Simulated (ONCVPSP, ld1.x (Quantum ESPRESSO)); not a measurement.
# Hardness and transferability of assorted potentials

Generated with ld1.x 7.5 (TM, RRKJ, ultrasoft, PAW), atompaw 4.2 or ONCVPSP 4.0.1. The cutoff is in Ry: for ld1.x and atompaw files where the sum of valence levels is converged to 10 mRy in a Bessel basis, for ONCV files where the hardest occupied wave has 1 mHa per electron of residual kinetic energy. The error is the largest all-electron minus pseudo excitation energy over each file’s own four to seven test configurations (ionisations up to +4, promotions, holes and added fractions of an electron), all of which were solved. The labels leave out finer settings (local radius, basis sizes, second energies), which also bear on the numbers. Spin-polarised tests are not counted. The rows are a selection from randomly drawn settings: files with unsolved tests, undetermined cutoffs or missed reference levels are left out.

A true bound ghost makes a file unfit for plane-wave use even where its test errors are small: the radial tests pick states by their node count and pass the ghost by.

| element | potential | cutoff (Ry) | largest error (meV) | bound ghosts |
| --- | --- | --- | --- | --- |
| Mg | TM, LDA (PZ), scalar-relativistic, rc 2.20/2.65/2.15 (spd), local smoothed, core correction yes, reference 3s2 3p0 | 8 | -12 | none |
| Mg | TM, PBE, scalar-relativistic, rc 2.35/2.95/2.70 (spd), local s, core correction yes, reference 3s1 3p0 | 6 | -4.3 | none |
| Zr | ONCV, LDA (Perdew-Wang 92), scalar-relativistic, rc 1.80/2.10/1.80 (spd), local d, core correction no, reference 4s2 4p6 4d2 5s1, qcut 6.3/6.9/7.9, projectors 3/2/0 | 33 | +3.5 | none |
| Tc | PAW, PBE, scalar-relativistic, rc 2.55/1.85/1.70 (spd), local smoothed, core correction yes, reference 4p6 4d5 5s1.75 5p0 | 35 | -51 | none |
| Gd | ONCV, LDA (Perdew-Wang 92), scalar-relativistic, rc 1.80/2.20/3.70/1.20 (spdf), local smoothed, core correction yes, reference 4f7 5s2 5p6 5d1.5 6s1.5, qcut 6.5/7.2/4.9/12.3, projectors 3/3/1/1 | 364 | -90 | s |

Question: Fill in the row for Bi: ONCV, LDA (Perdew-Wang 92), scalar-relativistic, rc 1.45/1.60/1.70 (spd), local smoothed, core correction yes, reference 5s2 5p6 5d10 6s2 6p3, qcut 8.4/6.6/8.6, projectors 3/2/1.

Answer: cutoff 57 Ry, largest error -24 meV, bound ghosts: none.
